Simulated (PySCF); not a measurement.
# Removing an electron from `CCO[SiH]1C[SiH2]C1`

Compound: C4H12OSi2.
Cartesian coordinates in Å at the PBE0-D3(BJ)/def2-SVP level; atoms count from 1:
```
atom  x, y, z in Å
C1     3.128    0.695   -0.645
C2     2.022   -0.322   -0.495
O3     0.931    0.267    0.170
Si4   -0.457   -0.538    0.615
C5    -1.585   -0.985   -0.846
Si6   -2.813    0.317   -0.189
C7    -1.705    0.690    1.317
H8     3.456    1.053    0.342
H9     2.776    1.563   -1.222
H10    3.994    0.257   -1.165
H11    1.710   -0.694   -1.491
H12    2.389   -1.201    0.071
H13   -0.110   -1.703    1.493
H14   -1.965   -2.018   -0.843
H15   -1.170   -0.775   -1.845
H16   -2.991    1.488   -1.101
H17   -4.159   -0.235    0.162
H18   -2.132    0.412    2.293
H19   -1.329    1.723    1.383
```

Level: wB97X-D/def2-SVPD (PySCF). Frontier orbitals with their largest atomic shares (Löwdin; up to four atoms above 4 %):

```tsv
orbital	ε (eV)	main atoms
HOMO−3	-10.56	C7 26 %, C5 24 %, Si6 16 %, O3 7 %
HOMO−2	-10.40	O3 34 %, C5 15 %, C2 12 %, Si6 8 %
HOMO−1	-9.94	C7 30 %, O3 20 %, Si4 13 %, Si6 8 %
HOMO	-9.33	?
LUMO	1.93	Si6 20 %, C5 12 %, Si4 12 %, C7 10 %
LUMO+1	2.10	Si4 20 %, Si6 16 %, C7 12 %, C5 12 %
LUMO+2	2.12	Si6 28 %, Si4 18 %, C5 6 %, C7 6 %
```

Problem. What vertical ionisation energy does ΔSCF give, and how far is −ε(HOMO) from it?

Solution. ΔSCF: 9.43 eV (910 kJ/mol; threshold wavelength 131 nm); ⟨S²⟩ of the doublet left behind is 0.759, against 0.75 for a pure doublet. −ε(HOMO) is 9.33 eV, 0.10 eV below it. In exact Kohn–Sham theory the two would be equal; wB97X-D (range-separated hybrid) comes within 0.10 eV of that here.

Problem. On which atoms does the HOMO lie?

Solution. C5 (sp3 carbon bound to silicon) 23 %, O3 (silyl ether oxygen) 17 %, Si4 (oxygen-bound silicon) 15 %, Si6 (SiH2 silicon) 11 %, so no atom holds as much as 40 %. The HOMO−1 lies 0.61 eV lower.

Problem. What total energies stand behind the ΔSCF value?

Solution. E(N) = -813.47986 Eh and E(N − 1) = -813.13316 Eh at the same geometry, 0.34670 Eh apart.

Problem. With α = 102.6 au, estimate the like-pair dispersion coefficient by London's formula C6 = (3/4)α²I.

Solution. I = 0.3467 Eh, so C6 ≈ 2740 au, a rough estimate.

Isolated species at its PBE0-D3(BJ)/def2-SVP geometry (one conformer only).

wB97X-D is run here without its empirical dispersion term; that term would change no orbital, density or response property at a fixed geometry.
